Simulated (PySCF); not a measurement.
C⁺ (carbon, charge +1) across methods

[He] 2s2 2p1, 2P determinant. Calculation: PySCF 2.14, in ANO-RCC-VTZP; the spin-free X2C one-electron Hamiltonian (Gaussian nucleus).

| method | E (hartree) | mean ε 2s α (eV) | mean ε 2s β (eV) | mean ε 2p α (eV) | Σ⟨r²⟩ (bohr²) | ⟨S²⟩ |
| --- | --- | --- | --- | --- | --- | --- |
| UHF | -37.31160 | -33.325 | -29.602 | -24.878 | 8.071 | 0.757 |
| revPBE | -37.4402 | -26.193 | -24.737 | -17.963 | 8.084 | 0.752 |
| LDA | -37.0535 | -26.128 | -24.613 | -17.814 | 8.177 | 0.751 |
| PBE0 | -37.3987 | -28.163 | -26.254 | -19.800 | 8.062 | 0.753 |
| wB97M-V | -37.4471 | -30.538 | -28.855 | -21.868 | 8.142 | 0.751 |
| BP86 | -37.4372 | -26.261 | -24.854 | -18.030 | 8.079 | 0.752 |
| PBE | -37.3886 | -26.189 | -24.724 | -17.963 | 8.097 | 0.752 |
| r2SCAN | -37.4204 | -26.672 | -24.912 | -18.645 | 8.057 | 0.755 |

Q: Estimate the same row for BHandHLYP.

A: E (hartree) = -37.4469; mean ε 2s α (eV) = -29.970; mean ε 2s β (eV) = -27.642; mean ε 2p α (eV) = -21.663; Σ⟨r²⟩ (bohr²) = 8.056; ⟨S²⟩ = 0.753.
